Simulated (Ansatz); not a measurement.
`FBB[SiH3]` + CH₃OH → `COB[SiH3]` + `BF`  (cleavage of the B–B bond)

Isolated molecules relaxed with PBE0-D4/def2-TZVP in Ansatz; ΔE leaves out vibrations. CCSD(T)/CBS adds triple-zeta CCSD(T) − MP2 to the extrapolated MP2 energy (def2 sets, frozen cores). This one scheme is used for every species. DFT in def2-TZVPP. One conformer a species, not always the lowest.

| level | ΔE (kcal/mol) |
| --- | --- |
| r2SCAN | -37.6 |
| RPA@PBE/def2-TZVPP | -40.6 |

(1) What does CCSD(T)/CBS give? (Estimate.)

Largest T1 diagnostic among the species: 0.014.

Answers

(1) Ansatz gave: -38.9 kcal/mol. The listed levels differ from it by 1.3, -1.7 kcal/mol.

At CCSD(T), def2-SVP lies −5.3 kcal/mol from the extrapolated value and def2-TZVPP −0.9 kcal/mol. Leaving LDA and LC-ωPBE aside and taking each functional with its dispersion term where it has one, the values, not all of them listed here, spread over 3.9 kcal/mol, from CAM-B3LYP-D4 to B97M-V. LDA lies −2.2 kcal/mol from PBE without D4.
